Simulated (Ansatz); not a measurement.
Geometry optimisation, UKS PBE0/def2-SVPD in Ansatz 0.2.0.

The input (input.yaml):

```yaml
crystal:
  periodic: [false, false, false]
  atoms:
    - { symbol: B, position_ang: [0.0, 0.0, 0.0] }
    - { symbol: H, position_ang: [0.0, 0.0, 1.44] }
    - { symbol: F, position_ang: [1.1431, 0.0, -0.66] }
    - { symbol: F, position_ang: [-1.1431, 0.0, -0.66] }
    - { symbol: F, position_ang: [0.0, 0.0, 2.66] }
magnetization:
  spin_polarized: true
  initial_magnetization: 1
basis:
  gaussian: { orbitals: def2-SVPD }
hamiltonian:
  xc: pbe0
relax:
  f_tol: 0.15
  max_steps: 25
  restrain:
    - { distance: [1, 4], at: 0.92, k: 30.0 }
    - { distance: [0, 1], at: 2.39, k: 30.0 }
```

Run as:

```bash
$ ansatz run input.yaml --threads 4 --pin off --max-ram 5120MiB --backend cpu --events-out ev --progress --plain --runs-dir out
```

**Question.** Where does it end, and by what steps?

**Answer.** It converged. The restraints hold the end off the free minimum; the threshold counts their pulls, which the force column leaves out. Restrained pairs: H2–F5 (1.22 → 0.92 Å), B1–H2 (1.44 → 2.39 Å). After 7 steps the energy has fallen by 0.658 eV (the restraints' own energy left out); H2 moved furthest, 0.62 Å.

```csv
step,energy less start (eV),largest force component (eV/Å),accepted
0,0.0000,2.072,yes
1,-0.4599,2.343,yes
2,-0.1126,7.002,yes
3,-0.4614,2.689,yes
4,-0.6216,0.554,yes
5,-0.6422,0.574,yes
6,-0.6575,0.299,yes
7,-0.6577,0.290,yes
```

```xyz
5
Properties=species:S:1:pos:R:3
B 0.000 0.010 -0.334
H 0.000 0.018 2.055
F 1.145 -0.009 -0.960
F -1.145 -0.009 -0.960
F 0.000 -0.010 2.978
```

The run took 9.4 s on 4 threads of Arm Neoverse V1, with other jobs on the host, peak memory 0.19 GiB.
